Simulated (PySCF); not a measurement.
## Polarisability and C₆ of Zn (zinc, neutral)

[Ar] 3d10 4s1 4p1, high-spin 3P determinant (an excited configuration). Computed with PySCF 2.14 in aug-cc-pVDZ-PP with ECP10MDF (5s5p4d2f, 54 functions), with scalar relativity through the core potential. Coupled (time-dependent) response in atomic units; α is the mean over directions. A double-zeta set is small for polarisabilities.

```tsv
method	mean α (bohr³)	α xx, yy, zz	C₆ (like pair)	S(−4)
UHF	49.83	40.71, 68.07, 40.71	369.1	2158
PBE	53.10	34.74, 89.84, 34.74	369.7	3790
PBE0	50.55	36.10, 79.44, 36.10	359.7	2876
BHandHLYP	49.39	35.51, 77.14, 35.51	348.0	2728
LC-wPBE	44.29	36.43, 60.01, 36.43	319.9	1577
```

S(−4) is the Cauchy moment in α(ω) = α(0) + S(−4) ω² + …

α(iu) at PBE:

```
u (hartree)  α(iu) (bohr³)
          0          53.10
     0.0500          46.00
      0.100          36.10
      0.200          23.49
      0.300          16.11
      0.500          8.676
      0.750          4.954
       1.00          3.311
       1.50          1.933
       2.00          1.359
       3.00         0.8431
       5.00         0.4388
```

A single London oscillator, α(iu) = α/(1 + u²/ω²), gives C₆ = (3/4) ω α². Matching the computed C₆ needs ω = 4 × 369.7 / (3 × 53.10²) = 0.175 hartree.

The components differ because the open shell of this determinant is not spherical; for a pure term their mean is the scalar polarisability.

Energies and moments cover only the electrons outside the core potential.
